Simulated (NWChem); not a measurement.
# Te anion, doublet

Results from NWChem. Spin-unrestricted. The open p shell is one determinant without spherical averaging. Sets without diffuse functions describe the anion's extra electron poorly. No stability test was run on the SCF state. def2 effective core potentials on Te; no spin-orbit coupling.

Question: Order these by “lowest empty minus highest occupied level, either spin (eV)”, lowest first: UHF/def2-QZVP; UHF/def2-SVPD; UHF/def2-TZVPD; UHF/def2-SVP.

Answer: UHF/def2-TZVPD (6.32), UHF/def2-SVPD (6.68), UHF/def2-QZVP (7.50), UHF/def2-SVP (7.85)
